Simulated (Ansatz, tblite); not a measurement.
Removing and adding an electron: Al₆As₇H₂₀⁺, a cluster cut from zinc blende AlAs (hydrogen-capped). The state is a singlet with charge 1. Geometry: PBE-D4/def2-SVP. Ansatz, gas phase; energy differences of separate SCF runs; the oxidised species was run as a doublet alone; the reduced species was run as a doublet alone.

```xyz
33

As   -2.398   -1.141    2.412
As    2.270   -1.142   -2.964
As    1.256   -1.614    1.302
As   -1.333   -1.075   -1.469
As   -2.524    2.184    0.537
As    1.236    1.741   -0.711
As    0.234    1.606    3.134
Al    0.053   -2.360   -3.204
Al   -1.060   -2.336    0.624
Al   -2.244    1.320    2.866
Al    2.898    1.294   -2.610
Al    1.948    0.805    1.451
Al   -1.113    1.392   -1.417
H    -2.313   -1.874    3.745
H    -3.868   -1.413    2.120
H     3.045   -1.560   -4.210
H     3.105   -1.952   -1.973
H     1.675   -2.328    2.580
H     2.228   -2.299    0.349
H    -2.790   -1.344   -1.834
H    -4.008    2.056    0.214
H    -2.464    3.703    0.635
H     1.334    3.241   -0.437
H     0.604    1.170    4.546
H     0.466    3.100    3.313
H     0.239   -3.801   -2.532
H    -0.544   -2.007   -4.639
H    -1.315   -3.902    0.690
H    -3.158    1.898    4.028
H     4.353    1.347   -1.955
H     2.338    2.112   -3.859
H     3.426    1.018    1.992
H    -1.578    2.163   -2.727
```

The xTB rows come from tblite. B3LYP takes the VWN-RPA correlation. Single mean-field runs in def2-TZVP are fitted with def2-universal-jkfit. HOMO above LUMO, or a gap near zero within one spin, warns that the state may not be the lowest or that an electron is smeared out.

(1) Estimate orbital energies and vertical ionisation energies and electron affinities at: GFN1-xTB; GFN2-xTB; PBE-D4/def2-TZVP; B3LYP-D4/def2-TZVP; PBE0-D4/def2-TZVP.

## Answers

(1) 
| level | −HOMO (eV) | vertical IE (eV) | −LUMO (eV) | vertical EA (eV) | HOMO–LUMO gap (eV) | IE − EA (eV) | remarks |
| --- | --- | --- | --- | --- | --- | --- | --- |
| GFN1-xTB | 13.48 | 15.20 | 10.10 | 8.48 | 3.37 | 6.72 | – |
| GFN2-xTB | 12.66 | 14.49 | 10.23 | 8.51 | 2.43 | 5.98 | – |
| PBE-D4/def2-TZVP | 9.15 | – | 5.52 | 3.94 | 3.63 | – | gap within one spin near zero (doublet) |
| B3LYP-D4/def2-TZVP | 10.01 | 11.47 | 4.95 | 3.78 | 5.06 | 7.70 | – |
| PBE0-D4/def2-TZVP | 10.19 | 11.50 | 4.79 | 3.73 | 5.41 | 7.76 | – |

Run but left out: PBE-D4/def2-TZVP (charge +2 doublet: an occupied level 0.05 eV above an empty one).   Raw xTB energy differences between charge states are shifted by several eV; the methods need an empirical correction for them.
